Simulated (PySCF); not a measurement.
**Diatomics of Ge with the chalcogens**

PBE0 with double-zeta basis sets in PySCF, for the lowest determinant that a PBE0 search found; no spin–orbit coupling. De refers to high-spin ground-configuration atoms. A positive dipole means M(−)Ge(+).

| M | basis | state (unpaired electrons) | Re (Å) | ωe (cm⁻¹) | De (eV) | μ (D) |
| --- | --- | --- | --- | --- | --- | --- |
| O | x2c-SVPall | singlet (closed shell) | 1.620 | 1032 | 6.48 | 3.07 |
| S | def2-SVP | singlet (closed shell) | 2.018 | 595 | 5.62 | 2.00 |
| Se | cc-pVDZ-PP | singlet (closed shell) | 2.148 | 413 | 4.99 | 1.94 |
| Te | def2-SVP | singlet (closed shell) | 2.345 | 337 | 4.36 | 1.18 |

The shortest bond is that of GeO (1.620 Å), the longest that of GeTe (2.345 Å). GeO is bound most strongly (6.48 eV) and GeTe least (4.36 eV).

The rows differ in basis set, which adds steps of its own.

Down a group the atoms grow and get heavier, so bonds lengthen and wavenumbers fall; this series shows no clear exception.

These are scalar-relativistic numbers at best; spin–orbit coupling would shift them, the dissociation energy most.
